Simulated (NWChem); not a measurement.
Everything below was run with NWChem. System: H$_{6}$OSi$_{2}$, charge 1, spin multiplicity 2, at the geometry of a parent with another charge or spin, in a state set for the comparison that need not be this species' ground state. Its SCF solution wasn't tested for a lower state.

Input file:

```
start mol
memory heap 200 mb stack 900 mb global 1100 mb
charge 1
geometry units angstroms nocenter noautoz noautosym
  Si     0.383541    -1.552620     0.004797
  O     -0.358298    -0.073520    -0.018333
  Si    -0.258710     1.578236     0.002063
  H      0.617256    -1.989644     1.413747
  H     -0.498166    -2.541474    -0.677835
  H      1.697868    -1.485144    -0.705343
  H      0.998274     2.030977    -0.669830
  H     -0.260796     2.075941     1.410180
  H     -1.435700     2.138871    -0.720300
end
basis spherical
  * library def2-tzvp
end
dft
  xc xpbe96 cpbe96
  odft
  mult 2
  semidirect memsize 60000000 filesize 0
  iterations 100
end
task dft energy
```

The output up to the point where the run's verdict is printed (cleaned and shortened):

```
             Northwest Computational Chemistry Package (NWChem) 7.3.0
             --------------------------------------------------------

                                NWChem Input Module
                                -------------------

 Scaling coordinates for geometry "geometry" by  1.889725989
 (inverse scale =  0.529177249)

                             Geometry "geometry" -> ""
                             -------------------------

 Output coordinates in angstroms (scale by  1.889725989 to convert to a.u.)

  No.       Tag          Charge          X              Y              Z
 ---- ---------------- ---------- -------------- -------------- --------------
    1 Si                  14.0000     0.38354100    -1.55262000     0.00479700
    2 O                    8.0000    -0.35829800    -0.07352000    -0.01833300
    3 Si                  14.0000    -0.25871000     1.57823600     0.00206300
    4 H                    1.0000     0.61725600    -1.98964400     1.41374700
    5 H                    1.0000    -0.49816600    -2.54147400    -0.67783500
    6 H                    1.0000     1.69786800    -1.48514400    -0.70534300
    7 H                    1.0000     0.99827400     2.03097700    -0.66983000
    8 H                    1.0000    -0.26079600     2.07594100     1.41018000
    9 H                    1.0000    -1.43570000     2.13887100    -0.72030000

 Effective nuclear repulsion energy (a.u.)     157.3701112518

            Nuclear Dipole moment (a.u.)
            ----------------------------
        X                 Y               Z
 ---------------- ---------------- ----------------
    -0.0000264562    -0.0000170075    -0.0000094486


 Summary of "ao basis" -> "" (spherical)
 ------------------------------------------------------------------------------
       Tag                 Description            Shells   Functions and Types
 ---------------- ------------------------------  ------  ---------------------
 *                         def2-tzvp                  on all atoms

  pbe96 is a nonlocal functional; adding pw91lda local functional.
[...]
 d= 0,ls=0.5,diis    75   -657.1591746686 -4.55D-05  5.54D-06  7.72D-05   137.6
                                                     2.04D-05  6.18D-05
 d= 0,ls=0.5,diis    76   -657.1592189487 -4.43D-05  4.59D-05  4.93D-05   139.3
                                                     2.62D-05  4.88D-05
 d= 0,ls=0.5,diis    77   -657.1591386807  8.03D-05  1.74D-05  2.67D-04   141.0
                                                     1.82D-05  1.31D-04
 d= 0,ls=0.5,diis    78   -657.1591262849  1.24D-05  1.86D-05  2.92D-04   142.8
                                                     1.79D-05  1.53D-04
 d= 0,ls=0.5,diis    79   -657.1590927503  3.35D-05  1.15D-05  3.83D-04   144.5
                                                     1.60D-05  1.92D-04
 d= 0,ls=0.5,diis    80   -657.1590864137  6.34D-06  2.74D-05  4.10D-04   146.3
                                                     2.08D-05  2.10D-04
 d= 0,ls=0.5,diis    81   -657.1592204625 -1.34D-04  2.72D-05  1.87D-04   148.0
                                                     2.26D-05  1.24D-04
 d= 0,ls=0.5,diis    82   -657.1593248921 -1.04D-04  2.36D-05  6.94D-05   149.7
                                                     2.34D-05  6.56D-05
 d= 0,ls=0.5,diis    83   -657.1593954205 -7.05D-05  1.20D-05  1.65D-05   151.4
                                                     2.20D-05  3.25D-05
 d= 0,ls=0.5,diis    84   -657.1594366700 -4.12D-05  2.04D-05  4.50D-06   153.1
                                                     2.10D-05  2.17D-05
 d= 0,ls=0.5,diis    85   -657.1594499230 -1.33D-05  4.32D-05  3.20D-05   154.8
                                                     2.47D-05  3.35D-05
 d= 0,ls=0.5,diis    86   -657.1593981479  5.18D-05  2.34D-05  1.84D-04   156.6
                                                     1.87D-05  9.28D-05
 d= 0,ls=0.5,diis    87   -657.1593700505  2.81D-05  9.17D-06  2.47D-04   158.3
                                                     1.65D-05  1.27D-04
 d= 0,ls=0.5,diis    88   -657.1594042507 -3.42D-05  3.10D-05  1.96D-04   160.0
                                                     2.29D-05  1.13D-04
 d= 0,ls=0.5,diis    89   -657.1595080151 -1.04D-04  1.62D-05  5.04D-05   161.8
                                                     1.80D-05  5.14D-05
 d= 0,ls=0.5,diis    90   -657.1595059324  2.08D-06  9.09D-06  1.06D-04   163.5
                                                     1.67D-05  7.17D-05
 d= 0,ls=0.5,diis    91   -657.1595152494 -9.32D-06  4.98D-06  1.24D-04   165.3
                                                     1.71D-05  7.98D-05
 d= 0,ls=0.5,diis    92   -657.1595544697 -3.92D-05  3.01D-05  8.71D-05   167.1
                                                     1.94D-05  6.47D-05
 d= 0,ls=0.5,diis    93   -657.1595019159  5.26D-05  1.29D-05  2.29D-04   168.8
                                                     1.68D-05  1.21D-04
 d= 0,ls=0.5,diis    94   -657.1595631562 -6.12D-05  2.21D-05  1.28D-04   170.6
                                                     2.01D-05  8.51D-05
 d= 0,ls=0.5,diis    95   -657.1596366738 -7.35D-05  1.25D-05  4.32D-05   172.4
                                                     1.93D-05  4.48D-05
 d= 0,ls=0.5,diis    96   -657.1596799633 -4.33D-05  8.58D-06  1.82D-05   174.2
                                                     1.79D-05  2.87D-05
 d= 0,ls=0.5,diis    97   -657.1596977454 -1.78D-05  1.51D-05  3.00D-05   176.0
                                                     1.76D-05  3.23D-05
 d= 0,ls=0.5,diis    98   -657.1597015272 -3.78D-06  9.42D-06  6.10D-05   177.7
                                                     1.65D-05  4.56D-05
 d= 0,ls=0.5,diis    99   -657.1597120684 -1.05D-05  1.78D-05  7.24D-05   179.5
                                                     1.67D-05  5.15D-05
 d= 0,ls=0.5,diis   100   -657.1596996716  1.24D-05  1.45D-05  1.26D-04   181.2
                                                     1.54D-05  7.52D-05
```

The run did not converge; its last values are not results. The next line reads: Calculation failed to converge. NWChem stopped with the message: dft energy failed.
